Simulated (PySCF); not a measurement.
Isomers of C2H3NSi. Isolated molecules, 0 K electronic values unless said otherwise. Strings in code marks are SMILES.

All values below come from PBE-D3(BJ)/def2-TZVP // B3LYP-D3(BJ)/def2-TZVP in PySCF 2.14.0. All candidates: neutral, multiplicity 1. Excitations are Tamm–Dancoff values on a coarser integration grid. The basis has no diffuse functions, so Rydberg states are missing or too high.

S1 excitation (TDA): 2.99 eV
T1 excitation (TDA): 2.73 eV
dipole moment: 1.63 D

Q: Name which member has these values.
(A) `C#CN=[SiH2]`
(B) `C=[si]1cn1`
(C) `C=[SiH]C#N`
(D) `[H]/N=[SiH]/C#C`

A: B, `C=[si]1cn1`. The others give `C#CN=[SiH2]`: 2.13 eV, 1.88 eV, 2.79 D; `C=[SiH]C#N`: 4.63 eV, 2.43 eV, 3.12 D; `[H]/N=[SiH]/C#C`: 3.61 eV, 3.00 eV, 2.37 D
